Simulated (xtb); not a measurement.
C3H3, charge -1, singlet, geometry from GFN2-xTB, atoms displaced at random by about 0.05 Å a coordinate. Base run: GFN1-xTB (xtb 6.7.1).

xtb was given this input:
```
$ xtb mol.xyz --gfn 1 --chrg -1 --opt --json

# file mol.xyz
6

C      0.08403317     0.04491990     0.26467544
C      0.02929386    -0.06309468     1.48318453
C     -0.06211988     0.02212702    -1.16978589
H      0.05769206     0.96008102    -1.65129969
H      0.88333730    -0.55272694    -1.61347522
H     -0.88492224    -0.50781682    -1.58789789
```

Base: optimiser steps 10.

A changed run: ΔE vs base (mEh) -55.237; optimiser steps 10.

**Question.** Which change was made?
(A) opt level = loose
(B) alpb = hexane
(C) opt level = vtight
(D) opt level = extreme
(E) opt level = lax

**Answer.** B, alpb = hexane
